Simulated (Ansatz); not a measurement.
System: C$_{2}$H$_{5}$Se, charge 0, doublet. C2H5Se (SMILES CC[Se], doublet).
B3LYP-D3(BJ)/def2-TZVP minimum from Ansatz (a quantum-chemistry and plane-wave program):
```xyz
8

Se     0.6896    -0.3394     0.2975
C     -0.9377     0.7398     0.1010
C     -1.6743     0.5536    -1.2140
H     -0.6183     1.7734     0.2509
H     -1.5600     0.4828     0.9611
H     -1.9891    -0.4820    -1.3447
H     -1.0402     0.8186    -2.0604
H     -2.5654     1.1874    -1.2438
```
Charge 0, spin multiplicity 2.

Quantity: atomisation energy (electronic, to ground-state atoms), in kcal/mol. UHF or UKS for unpaired electrons; spin-orbit terms are left out. Cores are frozen in correlated methods (noble-gas shells, and filled d and f shells in the p block). No relativity. CBS(X,Y): correlation extrapolated as X^-3, Hartree-Fock from the larger set. A bracket is a step between two methods taken in the basis named. Double hybrids freeze cores in their MP2 part. For partners of very few electrons the exact lower level stands in for a higher one.

CCSD(T)/CBS(cc-pVTZ,cc-pVQZ) + [CCSDT(Q) - CCSD(T)]/cc-pVDZ (Ansatz) gives 667.4 kcal/mol.

### Question
How far off this value is PBE/def2-TZVPD (Ansatz), in which direction, and how far these levels: r2SCAN/def2-TZVPD, B3LYP/def2-TZVPD, wB97M-V/def2-TZVPD, B2PLYP/def2-TZVPD, CCSD(T)/CBS(cc-pVTZ,cc-pVQZ)?

### Answer
PBE gives 678.1 kcal/mol, 10.7 kcal/mol above it. Differences of the others: r2SCAN/def2-TZVPD (Ansatz) 2.7; B3LYP/def2-TZVPD (Ansatz) -2.6; wB97M-V/def2-TZVPD (Ansatz) 1.0; B2PLYP/def2-TZVPD (Ansatz) -8.1; CCSD(T)/CBS(cc-pVTZ,cc-pVQZ) (Ansatz) -0.4 kcal/mol.
